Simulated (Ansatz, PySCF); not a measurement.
Gas-phase reaction in SMILES: CC (C2H6) [ethane] -> [CH2]C + H atom (the C-H bond at the site shown breaks; other sites are not compared here)
Geometries: B3LYP-D3(BJ)/def2-TZVP minima from Ansatz (a quantum-chemistry and plane-wave program).

Property: bond dissociation energy (enthalpy at 298 K, with B3LYP-D3(BJ) rigid-rotor harmonic-oscillator terms from PySCF), in kJ/mol. Correlated levels leave the core frozen unless marked. Open shells are spin-unrestricted. Spin-orbit coupling is left out. Non-relativistic. Basis-set limits of correlation are two-point, X^-3; Hartree-Fock from the larger set. [CCSD(T)-MP2]/basis is that difference in the basis named.

```tsv
level	program	bond dissociation energy (kJ/mol)
HF/6-31G	Ansatz	310.5
```

What does RI-MP2/CBS(def2-TZVPPD,def2-QZVPPD)+[CCSD(T)-MP2]/def2-TZVPPD (Ansatz) give?

424.8 kJ/mol
